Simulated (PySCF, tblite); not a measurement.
Isomers of C3H7ClSi. Method: GFN2-xTB as coded in tblite; computed harmonic values from a numerical Hessian at the method's own geometry, unscaled. This tight-binding method is rough: wavenumbers can miss measured ones by several per cent, in bad cases by 10 to 20. Modes of hydrogen on silicon can be 10 to 20 % off. One conformer each.

Electronic energies: PBE0/pcSseg-1 single points on the GFN2-xTB geometries (PySCF, gas phase).

| SMILES | electronic energy, lowest = 0 (kJ/mol) |
| --- | --- |
| [SiH3]C/C=C\Cl | 144.6 |
| C=C[C@@H]([SiH3])Cl | 165.3 |
| C=C(C)[SiH2]Cl | 1.6 |
| C/C=C\[SiH2]Cl | 0.0 |

How do GFN2-xTB zero-point energies change the relative energies?

| SMILES | ZPE (kJ/mol) | of it from modes above 1550 cm⁻¹ | electronic (kJ/mol) | with ZPE, lowest = 0 (kJ/mol) | lowest mode (cm⁻¹) | rings |
| --- | --- | --- | --- | --- | --- | --- |
| C/C=C\[SiH2]Cl | 227.9 | 127.4 | 0.0 | 0.0 | 45 | 0 |
| C=C(C)[SiH2]Cl | 227.6 | 128.2 | 1.6 | 1.3 | 34 | 0 |
| [SiH3]C/C=C\Cl | 219.7 | 123.4 | 144.6 | 136.3 | 42 | 0 |
| C=C[C@@H]([SiH3])Cl | 218.6 | 124.5 | 165.3 | 156.1 | 67 | 0 |

The zero-point energies span 9.3 kJ/mol, from `C=C[C@@H]([SiH3])Cl` to `C/C=C\[SiH2]Cl`. The order is unchanged.

And how do the electronic energies of GFN2-xTB itself compare?

`C/C=C\[SiH2]Cl` 0.0; `C=C(C)[SiH2]Cl` 2.6; `[SiH3]C/C=C\Cl` 111.0; `C=C[C@@H]([SiH3])Cl` 131.8 kJ/mol, lowest = 0. Against the energies above, taken from the same isomer `C/C=C\[SiH2]Cl`, the largest difference is 33.6 kJ/mol.

What do entropy and thermal enthalpy add at 298.15 K and 1 bar (rigid rotor, harmonic oscillator, one conformer each)?

```
             SMILES  point group  symmetry number  S (J/(mol K))  H − H(0) (kJ/mol)  ZPE + H − H(0) − TS (kJ/mol)
     C/C=C\[SiH2]Cl           C1                1          360.7              22.07                         142.4
     C=C(C)[SiH2]Cl           C1                1          360.9              22.14                         142.2
     [SiH3]C/C=C\Cl           C1                1          356.4              21.49                         134.9
C=C[C@@H]([SiH3])Cl           C1                1          356.7              22.11                         134.4
```
